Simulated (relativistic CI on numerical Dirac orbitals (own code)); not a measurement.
Ta XXVII: sensitivity of the levels to the model

Base calculation: Dirac-Coulomb-Breit CI, KLI orbitals optimised for each configuration, a model potential for QED, unscaled Slater integrals.

CI space (outside the closed core [Ar] 3d10): 4s2.4p6.4d10.4f, 4s2.4p6.4d10.5s, 4s2.4p6.4d9.4f2, 4s2.4p6.4d10.5p, 4s2.4p5.4d10.4f2, 4s2.4p6.4d10.5d, 4s2.4p6.4d9.4f.5s, 4s.4p6.4d10.4f2, 4s2.4p6.4d9.5s2, 4s2.4p6.4d10.5f, 4s2.4p4.4d10.4f3, 4s2.4p6.4d9.5s.5p, 4s2.4p6.4d9.4f.5p, 4s2.4p6.4d10.6s, 4s2.4p6.4d8.4f2.5s, 4s2.4p6.4d10.5g. Levels of other configurations are missing.

Variants: (1) only the first 3 configurations. Shifts of the energy above 4s2.4p6.4d10.4f 2F°_5/2, in cm⁻¹, for the lowest level and the first level of each name with at least 55 % of one term (blank where a level changes its place among those of its configuration and J or its character, or is not in the variant):

```csv
Level,Base,Δ(1)
4s2.4p6.4d10.4f 2F°_5/2,0,0
4s2.4p6.4d10.4f 2F°_7/2,26498,-10
4s2.4p6.4d10.5s 2S_1/2,946417,+75587
4s2.4p6.4d10.5p 2P°_1/2,1360597,
4s2.4p6.4d9.4f2 4F_3/2,1499906,-5164
4s2.4p6.4d9.4f2 4F_5/2,1504619,-5346
4s2.4p6.4d9.4f2 4F_7/2,1518195,-5408
4s2.4p6.4d9.4f2 4K_15/2,1554848,-5688
4s2.4p6.4d9.4f2 4D_3/2,1557080,-5480
4s2.4p6.4d10.5p 2P°_3/2,1564020,
4s2.4p6.4d9.4f2 4K_17/2,1564789,-5689
4s2.4p6.4d9.4f2 4D_1/2,1568891,-5264
4s2.4p6.4d9.4f2 4H_13/2,1570542,-5046
4s2.4p6.4d9.4f2 2D_3/2,1590404,-4905
```

At this charge energies of transitions that change n are usually good to better than 1 %, and those within a shell (Δn = 0) to a few per cent.

Ionisation energy from the two ground configurations alone: base 821.595 eV. The NIST ASD value (theoretical) is 832 eV.

LS names give the leading component of a level, which can be under half, so a name can repeat, a term be missing and a line seem to break the LS rules.
